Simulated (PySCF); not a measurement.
Species: C5H4FN.
Numbering: `[F:1][c:2]1[cH:3][cH:4][n:5][cH:6][cH:7]1` (hydrogens: H8 on C3; H9 on C4; H10 on C6; H11 on C7)

Cartesian coordinates in Å at the PBE0-D3(BJ)/def2-SVP level; atoms count from 1:
```xyz
11
C5H4FN angstrom
F     -0.405    2.145    0.267
C     -0.273    0.839    0.085
C     -1.404    0.045   -0.049
C     -1.203   -1.321   -0.242
N     -0.003   -1.894   -0.303
C      1.061   -1.107   -0.171
C      0.993    0.272    0.026
H     -2.401    0.486   -0.002
H     -2.069   -1.983   -0.352
H      2.041   -1.597   -0.224
H      1.887    0.889    0.131
```

All values: B3LYP/def2-SVPD (PySCF, non-relativistic), on one gas-phase PBE0-D3(BJ)/def2-SVP geometry that isn't relaxed in the solvent. The solvent is an IEF-PCM continuum (cavity from Bondi-type radii × 1.2), and excitations are vertical TDDFT with non-equilibrium linear response and a frozen core. The model holds no explicit solvent molecules, cavitation or dispersion.

Gas-phase singlets (H = HOMO, L = LUMO):

| state | E (eV) | λ (nm) | f | leading configurations |
| --- | --- | --- | --- | --- |
| S1 | 5.010 | 247 | 0.000 | H→L 100% |
| S2 | 5.071 | 245 | 0.003 | H→L+1 99% |
| S3 | 5.624 | 220 | 0.006 | H-1→L+1 54%, H-2→L 45% |
| S4 | 6.302 | 197 | 0.009 | H-1→L 59%, H-2→L+1 39% |
| S5 | 7.108 | 174 | 0.436 | H-2→L 52%, H-1→L+1 42% |

**Question.** What are the lowest 5 singlets in cyclohexane (ε = 2.017)?

**Answer.** 
```
state  E (eV)  λ (nm)      f  leading configurations  change by rank (eV)
   S1   5.108     243  0.000              H→L+1 100%               +0.098
   S2   5.133     242  0.004                 H→L 99%               +0.062
   S3   5.616     221  0.013  H-1→L 58%, H-2→L+1 42%               -0.008
   S4   6.264     198  0.018  H-1→L+1 63%, H-2→L 36%               -0.038
   S5   6.937     179  0.581  H-2→L+1 56%, H-1→L 40%               -0.171
```

**Question.** Give the list for chloroform (ε = 4.711), n² = 2.09.

**Answer.** 
| state | E (eV) | λ (nm) | f | leading configurations | change by rank (eV) |
| --- | --- | --- | --- | --- | --- |
| S1 | 5.196 | 239 | 0.000 | H→L+1 99% | +0.186 |
| S2 | 5.199 | 238 | 0.004 | H→L 99% | +0.128 |
| S3 | 5.618 | 221 | 0.016 | H-1→L 60%, H-2→L+1 40% | -0.006 |
| S4 | 6.262 | 198 | 0.017 | H-1→L+1 63%, H-2→L 36% | -0.040 |
| S5 | 6.940 | 179 | 0.581 | H-2→L+1 58%, H-1→L 38% | -0.168 |

**Question.** How do the frontier levels move from gas to chloroform?

**Answer.** 
```json
{"orbital": "LUMO+2", "gas (eV)": "0.66", "solvent (eV)": "0.81", "change (eV)": "+0.15", "Löwdin shares, gas": "C6 14 %, C4 14 %, C7 13 %, C3 13 %", "Löwdin shares, solvent": "C6 15 %, C4 15 %, C7 13 %, C3 13 %"}
{"orbital": "LUMO+1", "gas (eV)": "-1.08", "solvent (eV)": "-0.98", "change (eV)": "+0.10", "Löwdin shares, gas": "C2 23 %, N5 23 %, C6 13 %, C4 11 %", "Löwdin shares, solvent": "C6 19 %, C4 19 %, C3 19 %, C7 19 %"}
{"orbital": "LUMO", "gas (eV)": "-1.09", "solvent (eV)": "-1.02", "change (eV)": "+0.07", "Löwdin shares, gas": "C4 20 %, C7 19 %, C6 18 %, C3 18 %", "Löwdin shares, solvent": "C2 23 %, N5 23 %, C4 12 %, C6 12 %"}
{"orbital": "HOMO", "gas (eV)": "-7.48", "solvent (eV)": "-7.56", "change (eV)": "-0.08", "Löwdin shares, gas": "N5 63 %, C4 10 %, C6 10 %, C3 4 %", "Löwdin shares, solvent": "N5 62 %, C4 11 %, C6 11 %, C3 4 %"}
{"orbital": "HOMO-1", "gas (eV)": "-7.82", "solvent (eV)": "-7.71", "change (eV)": "+0.11", "Löwdin shares, gas": "C3 21 %, C7 21 %, C6 20 %, C4 20 %", "Löwdin shares, solvent": "C3 21 %, C7 20 %, C6 20 %, C4 20 %"}
{"orbital": "HOMO-2", "gas (eV)": "-8.05", "solvent (eV)": "-8.01", "change (eV)": "+0.04", "Löwdin shares, gas": "N5 22 %, C2 22 %, F1 14 %, C7 13 %", "Löwdin shares, solvent": "C2 22 %, N5 22 %, F1 14 %, C7 14 %"}
{"orbital": "HOMO-3", "gas (eV)": "-10.23", "solvent (eV)": "-10.11", "change (eV)": "+0.12", "Löwdin shares, gas": "F1 18 %, C2 14 %, C3 12 %, C7 11 %", "Löwdin shares, solvent": "F1 16 %, C2 14 %, C3 12 %, C7 12 %"}
```

The HOMO–LUMO gap goes from 6.39 to 6.54 eV. Rows go by rank; for LUMO and LUMO+1 the atom shares or the degeneracy differ between the runs, so the row needn't follow one orbital. Shares within a degenerate set are those of one arbitrary member.

Time: 20 s wall. Hardware: one thread, Arm Neoverse V1, no GPU, shared host. This is the whole response run at B3LYP/def2-SVPD in chloroform, SCF included.
